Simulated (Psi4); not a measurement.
Pair of molecules, SMILES S with SMILES [GeH4] (the first has 3 atoms); geometry from B3LYP-D3(BJ)/def2-TZVP, rigid monomers moved along the line of their centres of mass till S1···Ge4 is 5.40 Å.
(charge 0, multiplicity 1):
```xyz
8

S      0.1562    -0.3755    -0.3138
H      0.2778    -1.6336     0.1384
H     -1.1720    -0.3716    -0.1193
Ge    -0.0622     0.4297     5.0240
H     -0.1900     0.5802     6.5504
H     -1.0692    -0.6270     4.5445
H      1.3623    -0.0215     4.6763
H     -0.3672     1.7751     4.3533
```

Level of theory: SAPT0/aug-cc-pVDZ (Psi4).

**Question.** Which attractive term is largest, and how does the interaction split up?

**Answer.** electrostatics -0.4, exchange 0.1, induction 0.0, dispersion -1.0, total -1.3 kJ/mol; the largest attraction is dispersion.
